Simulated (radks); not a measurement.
Results of a calculation; reference values are marked as such.
Fractional charge and spin in the 5s shell of lutetium: the spin-up occupation runs from 0 to 1 and the spin-down occupation from 0 to 1; the fullest corner is Lu3+, [Kr] 4d10 4f14 5p6 5s(up 1, down 1). Code: a radial shooting solver on a logarithmic mesh with Libxc functionals. Model: scalar-relativistic Kohn-Sham, PBE, spin-polarised, spherical densities, point nucleus. Energy (eV) minus the two flat planes that join the four corners (they meet along the diagonal where the two added fractions sum to one electron); zero is where a piecewise linear energy would lie.

down \ up       0     0.5       1
0           0.000  -2.137   0.000
0.5        -2.137   0.264  -2.046
1           0.000  -2.046   0.000

Corners above the fullest one (they belong to Lu4+ and the next ion): (up 1, down 0) 95.774 eV, (up 0, down 1) 95.774 eV, (up 0, down 0) 209.34 eV. With half an added electron in each spin the energy lies 0.264 eV from the planes, and with half an added electron in spin up alone -2.137 eV. The planes are only a guide here: the flat-plane condition holds for ground states with one frontier orbital, while this shell lies below other occupied shells, so the corners above the fullest one are inner-hole states and not the ground states of those ions.
